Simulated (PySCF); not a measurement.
Species: C6H14OP2.
Structure used (GFN2-xTB), in Å, numbered top down from 1:
```xyz
23
C6H14OP2 angstrom
P      4.1077   -0.2752    0.0137
C      2.3931   -0.8360   -0.4705
C      1.4335    0.3463   -0.5270
P     -0.2804   -0.1980   -1.0189
C     -0.8587   -0.8912    0.6123
C     -2.3863   -0.8325    0.6582
O     -2.8918    0.4800    0.6531
C     -2.6403    1.1681   -0.5475
C     -1.1535    1.4316   -0.7877
H      4.7311   -1.4776   -0.3159
H      4.4194    0.2858   -1.2247
H      2.4245   -1.3498   -1.4341
H      2.0618   -1.5525    0.2870
H      1.7721    1.0646   -1.2807
H      1.4026    0.8594    0.4395
H     -0.5385   -1.9314    0.7030
H     -0.4409   -0.3135    1.4419
H     -2.8011   -1.3968   -0.1933
H     -2.7553   -1.2780    1.5862
H     -3.0560    0.6028   -1.3977
H     -3.1834    2.1127   -0.4563
H     -1.0322    2.0362   -1.6890
H     -0.7321    1.9720    0.0643
```

NICS = −σ at a ghost point: NICS(0) at the centroid of the ring atoms, NICS(1) 1 Å to either side along the normal of their mean plane, zz for the tensor component along that normal. Level: GIAO PBE0/pcSseg-1 (PySCF, non-relativistic, gas phase) on the GFN2-xTB geometry, one conformer.

Ring bond lengths (Å), with Mayer bond orders in brackets: P4–C5 1.864 (0.94), C5–C6 1.529 (1.03), C6–O7 1.406 (0.94), O7–C8 1.406 (0.94), C8–C9 1.529 (1.02), C9–P4 1.863 (0.94).

Task: Give the NICS values of each ring in ppm.

Result: 
| ring | type | NICS(0) | NICS(1), two faces | NICS(1)zz, two faces | rms pucker (Å) | centre to ring atoms, mean (Å) |
| --- | --- | --- | --- | --- | --- | --- |
| P4–C5–C6–O7–C8–C9 | 6-membered ring with O and P; formal bonds all single | -2.9 | -2.4 / -2.2 | 2.2 / 4.3 | 0.28 | 1.52 |

Task: What can be read from them?

Result: 
- P4–C5–C6–O7–C8–C9: mean NICS(1)zz 3.2 ppm, deshielded. C5, C6, C8, C9 have four or more neighbours, so the value isn't read as a sign of a π ring current.

Task: At the second NICS(1) probe listed for ring P4–C5–C6–O7–C8–C9, 1 Å off the ring, how large is the induced field along the normal in 11.7 T applied along it?

Result: NICSzz × B0 = 4.3 ppm × 11.7 T = 50 μT, along the applied field.

Task: Give the inner angles of the rings and the Hirshfeld charges of the ring atoms.

Result: 
- P4–C5–C6–O7–C8–C9: P4 94.1° (+0.141 e), C5 108.8° (-0.125 e), C6 113.2° (0.000 e), O7 113.3° (-0.148 e), C8 113.1° (-0.001 e), C9 108.9° (-0.125 e); sum 651.4° against 720° for a flat convex ring.

Task: What are the shieldings of the ring atoms and their hydrogens in the same run (means over atoms taken as equivalent)?

Result: 
| atoms | environment | σ isotropic (ppm) |
| --- | --- | --- |
| P4 | phosphine phosphorus | 385.3 |
| C5 (×2) | sp3 carbon bound to phosphorus | 154.8 |
| C6 (×2) | sp3 carbon bound to oxygen | 116.7 |
| O7 | cyclic ether oxygen | 283.6 |
| H16 (×4) | methylene hydrogen | 30.21 |
| H18 (×4) | methylene hydrogen | 27.75 |
